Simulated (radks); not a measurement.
Spherical quantum dot in the effective-mass picture: electrons in a hard-walled sphere of radius 8.51, with a point charge +2 (a donor) at the centre, all in effective atomic units (hartree* = m*/eps^2 hartree, bohr* = eps/m* bohr), one dielectric constant everywhere. Calculated with a radial shooting solver with Libxc functionals: non-relativistic Kohn-Sham, LDA (Slater exchange, Perdew-Wang correlation), spin-polarised, spherical densities. Levels are named by radial order and angular momentum (1s, 1p, 1d, 2s, ...), and open shells are averaged over m. Results are scaled to m* = 0.073 and eps = 12.4, for which hartree* = 12.92 meV and bohr* = 8.989 nm.

N = 25, configuration 1s2 1p6 1d10 2s2 1f(up 5, down 0). This is the lowest configuration that the search found. Occupied and some empty levels:

| level | occupation | eigenvalue (meV) | <r> (nm) |
|---|---|---|---|
| 1s down | 1 | 39.440 | 8.783 |
| 1s up | 1 | 39.440 | 8.800 |
| 2s up | 1 | 42.078 | 57.38 |
| 2s down | 1 | 42.354 | 57.20 |
| 1p up | 3 | 42.410 | 57.85 |
| 1p down | 3 | 42.689 | 57.68 |
| 1d up | 5 | 43.079 | 58.61 |
| 1d down | 5 | 43.363 | 58.51 |
| 1f up | 5 | 44.042 | 59.37 |
| 1f down | 0 | 44.330 | 59.30 |
| 1g up | 0 | 45.280 | 60.08 |
| 1g down | 0 | 45.572 | 60.04 |
| 2p up | 0 | 47.721 | 38.72 |
| 2p down | 0 | 47.821 | 38.42 |
| 2d up | 0 | 49.506 | 44.03 |
| 2d down | 0 | 49.640 | 43.84 |

Energy (meV): total 483.144, kinetic 127.17, external -179.16, Hartree 610.88, exchange-correlation -75.746.

Electron density:

| r (nm) | n(r) (e/nm^3) |
|---|---|
| 4.17 | 0.0008234 |
| 9.87 | 0.00009812 |
| 15.6 | 0.00001473 |
| 21.3 | 2.946e-06 |
| 27.0 | 1.563e-06 |
| 32.7 | 2.525e-06 |
| 38.4 | 5.093e-06 |
| 44.1 | 9.726e-06 |
| 49.8 | 0.00001644 |
| 55.5 | 0.00002316 |
| 61.2 | 0.00002446 |
| 66.9 | 0.00001574 |
| 72.6 | 3.257e-06 |
